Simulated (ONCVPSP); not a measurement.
Before and after: ONCV potential for manganese (Mn)

* Element: Mn
* Generator: ONCVPSP 4.0.1
* Type: optimised norm-conserving Vanderbilt (ONCV)
* Functional: LDA (Perdew-Zunger)
* Relativity: scalar-relativistic
* Frozen core: [Ne] 3s2
* Valence charge: 13
* Reference configuration: 3p6 3d5.5 4s1.5
* Partial waves: 4s: rc 2.30 bohr, ncon 4, nbas 7, qcut 3.3 1/bohr, 3 projectors, debl 2.4 Ha; 3p: rc 1.05 bohr, ncon 5, nbas 9, qcut 16.6 1/bohr, 2 projectors, debl 2.6 Ha; 3d: rc 1.20 bohr, ncon 3, nbas 8, qcut 14.4 1/bohr, 2 projectors, debl 1.3 Ha; f scattering state at 0.16 Ha: rc 2.35 bohr, ncon 4, nbas 9, qcut 4.7 1/bohr, 3 projectors, debl 3.5 Ha
* Local potential: polynomial inside 1.05 bohr (lpopt 5, dvloc0 2 Ha)
* Core correction: polynomial model core, fcfact 0.2

Change: s: qcut 2.5; p: qcut 12.7; d: qcut 11; f: qcut 3.6.

Cutoffs: the cutoffs (Ha) at which the residual kinetic energy of the hardest occupied pseudo-wave falls to 1 and 0.1 mHa per electron; they do not see the model core or the augmentation charge, which bear on the density cutoff. Errors are all-electron minus pseudo energies relative to the spin-unpolarised reference configuration.

Problem. How do hardness, ghosts and transferability respond?

Solution. The potential gets softer (77 Ha and 95 Ha → 54 Ha and 68 Ha); of the 4 tests that both files solve, the error grows in 0 and shrinks in 4 by more than 15 % and 0.3 meV (median size 10.9 → 7.0 meV); the range in which the s phases agree narrows (upper end at the end of the scan → 3.1); neither file shows a bound ghost.

| quantity | base | changed |
| --- | --- | --- |
| cutoff, loose | 77 Ha | 54 Ha |
| cutoff, tight | 95 Ha | 68 Ha |
| loose cutoff by channel | s 4.0 Ha, p 77 Ha, d 69 Ha | s 4.3 Ha, p 54 Ha, d 51 Ha |
| bound ghosts | none | none |
| GHOST(+) flags under 300 eV | s at 62.7 eV | s at 86.0 eV |
| error for 3p6 3d5 4s2, meV [ΔE 0.51 eV] | -17 | -14 |
| error for 3p6 3d5 4s1, meV [ΔE 9.16 eV] | +1.2 | +0.1 |
| error for 3p6 3d5 4s0, meV [ΔE 25.04 eV] | +4.5 | -0.3 |
| error for 3p6 3d4 4s2 4p1, meV [ΔE 8.42 eV] | -124 | -84 |
| s: phases at 2.33 bohr within 0.05 rad from the reference energy up to (Ha; the scan ends near 5) | to the end of the scan | 3.1 |
| p: phases at 1.06 bohr within 0.05 rad from the reference energy up to (Ha; the scan ends near 5) | to the end of the scan | to the end of the scan |
| d: phases at 1.22 bohr within 0.05 rad from the reference energy up to (Ha; the scan ends near 5) | to the end of the scan | to the end of the scan |
| f: phases at 2.38 bohr within 0.05 rad from the reference energy up to (Ha; the scan ends near 5) | to the end of the scan | to the end of the scan |
| rms error of d²Exc/dni dnj with the model core, mHa | 1.64 | 1.56 |
